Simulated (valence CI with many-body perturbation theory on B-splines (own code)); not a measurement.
Values are calculated unless marked as measured or tabulated.
# From CI to CI+MBPT in Lu LVI

Level of theory: configuration interaction combined with many-body perturbation theory (CI+MBPT): six valence electrons over a frozen Dirac-Fock core [Ne], radial functions for each j: 9 s, 9 p, 8 d, 6 f, 3 g, 1 h, with the one-electron correlation potential Σ1 (screened to all orders), the two-electron term Σ2, the three-electron term Σ3, Breit, model QED; selected single and double excitations, second order for the rest, scaled by the run's own slope (own B-spline code, finite nucleus).

No measured spectrum was set against this ion. As an estimate, large intervals hold to a few tenths of a per cent, small ones and those within an open d or f shell to about a per cent. Among the levels kept, up to 970 cm⁻¹ of a level comes from second order outside the variational space, and about a tenth of that is noise between levels of different J, which matters for small intervals.

Each rung adds one term. CI alone is the Dirac-Coulomb CI over the frozen core; QED comes last and gives the full result, which names the levels. Energies are above (3s^2 3p1/2^2 3p3/2^2) J=2 on the same rung, in Ry.

Levels are named by their leading jj configuration (3d3/2^4 stands for four electrons in 3d with j = 3/2), which in mixed levels can hold well under half, so a name can repeat and another be missing. Letters in brackets count levels of one name in rising energy.

```
                             Level  CI alone
        (3s^2 3p1/2^2 3p3/2^2) J=0     1.350
    (3s^2 3p1/2^2 3p3/2 3d3/2) J=2    16.510
    (3s^2 3p1/2^2 3p3/2 3d3/2) J=1    17.084
    (3s^2 3p1/2^2 3p3/2 3d3/2) J=0    17.070
    (3s^2 3p1/2^2 3p3/2 3d3/2) J=3    17.169
          (3s^2 3p1/2 3p3/2^3) J=1    21.057
    (3s^2 3p1/2^2 3p3/2 3d5/2) J=4    21.807
          (3s^2 3p1/2 3p3/2^3) J=2    21.768
    (3s^2 3p1/2^2 3p3/2 3d5/2) J=2    22.205
    (3s^2 3p1/2^2 3p3/2 3d5/2) J=3    23.608
    (3s^2 3p1/2^2 3p3/2 3d5/2) J=1    24.333
        (3s^2 3p1/2^2 3d3/2^2) J=2    33.706
          (3s 3p1/2^2 3p3/2^3) J=2    33.847
          (3s 3p1/2^2 3p3/2^3) J=1    35.317
        (3s^2 3p1/2^2 3d3/2^2) J=0    35.314
(3s^2 3p1/2 3p3/2^2 3d3/2) J=2 [a]    36.930
```

Q: What do these energies become with core correlation, Breit and QED?

A: (3s^2 3p1/2^2 3p3/2^2) J=0 1.374 (+0.0244); (3s^2 3p1/2^2 3p3/2 3d3/2) J=2 16.348 (-0.1615); (3s^2 3p1/2^2 3p3/2 3d3/2) J=1 16.926 (-0.1580); (3s^2 3p1/2^2 3p3/2 3d3/2) J=0 16.952 (-0.1180); (3s^2 3p1/2^2 3p3/2 3d3/2) J=3 16.972 (-0.1962); (3s^2 3p1/2 3p3/2^3) J=1 20.871 (-0.1854); (3s^2 3p1/2^2 3p3/2 3d5/2) J=4 21.502 (-0.3053); (3s^2 3p1/2 3p3/2^3) J=2 21.547 (-0.2207); (3s^2 3p1/2^2 3p3/2 3d5/2) J=2 21.916 (-0.2892); (3s^2 3p1/2^2 3p3/2 3d5/2) J=3 23.280 (-0.3283); (3s^2 3p1/2^2 3p3/2 3d5/2) J=1 24.053 (-0.2798); (3s^2 3p1/2^2 3d3/2^2) J=2 33.382 (-0.3232); (3s 3p1/2^2 3p3/2^3) J=2 33.556 (-0.2911); (3s 3p1/2^2 3p3/2^3) J=1 35.025 (-0.2929); (3s^2 3p1/2^2 3d3/2^2) J=0 35.043 (-0.2712); (3s^2 3p1/2 3p3/2^2 3d3/2) J=2 [a] 36.557 (-0.3724).

Q: How does the ionisation energy move along the ladder, and which term matters most?

A: CI alone 5415.2, + Σ1 5416.1, + Σ2 5416.4, + Σ3 5415.6, + Breit 5411.1, + QED 5410.6 eV. The largest step is Breit, -4.5 eV. NIST lists 5408 ± 5 eV (theoretical).
